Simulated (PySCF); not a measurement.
C7H11OP.
Z-matrix (Å and degrees, GFN2-xTB geometry), rows numbered from 1:
```
C 
C   1  1.4902
O   2  1.3448  1  116.47
C   3  1.3423  2  112.12  1  -179.92
C   4  1.5006  3  116.59  2  -179.70
C   5  1.5304  4  110.64  3  -115.00
C   5  1.5297  4  110.63  3   121.90
C   4  1.3582  3  114.24  2     0.16
P   2  1.7162  1  128.69  3  -179.75
H   1  1.0863  2  109.70  3  -174.85
H   1  1.0901  2  110.44  3   -54.29
H   1  1.0907  2  110.54  3    64.91
H   5  1.0953  4  106.89  3     3.42
H   6  1.0874  5  110.62  4    59.17
H   6  1.0873  5  110.39  4   -60.94
H   6  1.0875  5  110.01  4   179.21
H   7  1.0875  5  110.71  4   -55.52
H   7  1.0871  5  110.44  4    64.65
H   7  1.0873  5  110.05  4  -175.54
H   8  1.0737  4  124.36  3  -179.92
```

NICS = −σ at a ghost point: NICS(0) at the centroid of the ring atoms, NICS(1) 1 Å to either side along the normal of their mean plane, zz for the tensor component along that normal. Level: GIAO PBE0/pcSseg-1 (PySCF, non-relativistic, gas phase) on the GFN2-xTB geometry, one conformer.

Ring bond lengths (Å), with Mayer bond orders in brackets: C2–O3 1.345 (1.06), O3–C4 1.342 (1.05), C4–C8 1.358 (1.56), C8–P9 1.766 (1.14), P9–C2 1.716 (1.52).

Question: Give the NICS values of each ring in ppm.

Answer: 
| ring | type | NICS(0) | NICS(1), two faces | NICS(1)zz, two faces | rms pucker (Å) | centre to ring atoms, mean (Å) |
| --- | --- | --- | --- | --- | --- | --- |
| C2–O3–C4–C8–P9 | 5-membered ring with O and P; formal bonds all aromatic | -10.6 | -10.2 / -10.3 | -23.2 / -23.5 | 0.00 | 1.27 |

Question: What do they say, and how far can they be read as aromaticity?

Answer: 
- C2–O3–C4–C8–P9: mean NICS(1)zz -23.3 ppm, shielded.

Question: What does the geometric index give? HOMA = 1 − mean of α(R − Ropt)² over the ring bonds, with Krygowski's 1993 parameters (CC: Ropt 1.388 Å, α 257.7 Å⁻²; CO: Ropt 1.265 Å, α 157.38 Å⁻²; CP: Ropt 1.698 Å, α 118.91 Å⁻²).

Answer: 
- C2–O3–C4–C8–P9: HOMA 0.45; the largest term is that of C2–O3, α(R − Ropt)² = 1.00.

Question: List the ring angles and the Hirshfeld charges of the ring atoms.

Answer: 
- C2–O3–C4–C8–P9: C2 114.8° (+0.013 e), O3 112.1° (-0.049 e), C4 114.2° (+0.073 e), C8 111.4° (-0.153 e), P9 87.4° (+0.013 e); sum 540.0° against 540° for a flat convex ring.
